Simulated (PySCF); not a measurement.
# One molecule, a ladder of functionals, a line

Molecule: `S([SiH2]O)[SiH3]`, H6OSSi2.

Geometry:
| atom | x (Å) | y (Å) | z (Å) |
| --- | --- | --- | --- |
| O1 | 2.695 | -0.777 | -0.090 |
| Si2 | 1.046 | -0.921 | -0.114 |
| S3 | 0.227 | 0.937 | 0.611 |
| Si4 | -1.871 | 0.492 | 0.458 |
| H5 | 3.068 | 0.049 | 0.231 |
| H6 | 0.568 | -1.179 | -1.503 |
| H7 | 0.609 | -2.045 | 0.763 |
| H8 | -2.250 | 0.184 | -0.952 |
| H9 | -2.580 | 1.715 | 0.925 |
| H10 | -2.236 | -0.673 | 1.317 |

GIAO shieldings (ppm, equivalent atoms averaged) in PySCF 2.14.0 with density-fitted response routines on the PBE0-D3(BJ)/def2-SVP geometry, basis pcSseg-2, gas phase, non-relativistic:

| functional | exact exchange (%) | σ(O1) | σ(Si2) | σ(Si4) | σ(S3) |
| --- | --- | --- | --- | --- | --- |
| BLYP | 0 | 284.2 | 322.3 | 376.1 | 733.5 |
| BP86 | 0 | 287.8 | 330.8 | 386.9 | 751.3 |
| PBE | 0 | 287.8 | 331.3 | 389.3 | 754.7 |
| mPW1PW91 | 25 | 296.4 | 349.2 | 400.9 | 778.7 |
| HF | 100 | 310.6 | 401.1 | 438.7 | 826.9 |

Task: Fit each shielding as a line in the percentage of exact exchange.

Result: σ(O1) = 287.4 + 0.24 x (rms 2.0 ppm); σ(Si2) = 328.7 + 0.73 x (rms 3.4 ppm); σ(Si4) = 384.7 + 0.55 x (rms 4.6 ppm); σ(S3) = 748.9 + 0.80 x (rms 8.7 ppm). The functionals also differ in their semilocal parts, which the line can't hold; Hartree–Fock has no correlation at all.

Task: What does the line predict for B3LYP (20 %), and what does the run give?

Result: σ(O1): 292.2 predicted, 291.6 computed; σ(Si2): 343.3 predicted, 336.7 computed; σ(Si4): 395.7 predicted, 387.6 computed; σ(S3): 764.9 predicted, 756.0 computed ppm.
